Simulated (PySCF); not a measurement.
Computed properties of Hf(OH)4 (H4HfO4), SMILES [OH][Hf]([OH])([OH])[OH], multiplicity 1

Hf(OH)4 (H₄HfO₄), SMILES [OH][Hf]([OH])([OH])[OH], multiplicity 1. Coordinates come from a B3LYP-D3(BJ)/def2-SVP optimisation. The multiplicity is an assumed one; other spin states were not compared. The isomer is the one that the SMILES or the coordinates give; other isomers of the formula were not compared. The def2 effective core potentials stand for the cores of Hf; spin–orbit coupling is left out. The values are those of a single conformer. All values are computed for the isolated molecule unless a solvent is named; none is compared with measurement here.

**Structure.** The optimised structure has Td symmetry. All 21 harmonic modes at B3LYP-D3(BJ)/def2-SVP (PySCF) are real, so it is a minimum. With heavy atoms numbered as in [Hf:1]([OH:2])([OH:4])([OH:6])[OH:8], the shortest bond between them is Hf1–O8 at 1.941 Å and the longest Hf1–O4 at 1.941 Å.

**Vibrations.** The strongest infrared lines (harmonic, unscaled, degenerate partners summed) lie at 272 cm⁻¹ (1290 km/mol, H 58 %, O 39 %), 4004 cm⁻¹ (902 km/mol, H 94 %), 682 cm⁻¹ (529 km/mol, O 82 %, Hf 13 %). The softest mode is at 162 cm⁻¹ and the zero-point energy is 30.6 kcal/mol.

**Electronic structure.** HF/def2-TZVP (PySCF) places the frontier levels at -12.73 and 2.25 eV, a gap of 14.98 eV, and gives a dipole moment of 0.00 D and a mean polarisability of 41.2 bohr³.

**Excitations.** TDDFT-PBE0/def2-SVPD (PySCF) has S1 at 7.24 eV (171 nm, f = 0.000, dark); the most intense of the 7 singlets computed lies at 7.78 eV (f = 0.21). Strengths of degenerate partners are summed. T1 (TDA) is at 7.05 eV. No vertical singlet excitation falls in the visible range (under 3.1 eV).
